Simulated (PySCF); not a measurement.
Electron correlation in Ca (calcium, neutral)

[Ar] 4s1 4p1, high-spin 3P determinant (an excited configuration). Computed with PySCF 2.14 in x2c-QZVPPall with one added diffuse shell each of s, p, d, f type (12s8p5d4f, 89 functions), with the spin-free X2C one-electron Hamiltonian (Gaussian nucleus). Frozen: [Ne]; 10 electrons correlated.

```csv
level,correlation energy (mhartree)
CCSD,-235.48
(T),-6.74
CCSD(T),-242.22
```

Diagnostics: T1 = 0.014, D1 = 0.0592, largest double amplitude 0.045.

Cost of the coupled-cluster step: roughly 40 core-seconds, for 10 correlated electrons.

This basis was not built for core-valence correlation, so the inner-shell part is incomplete.
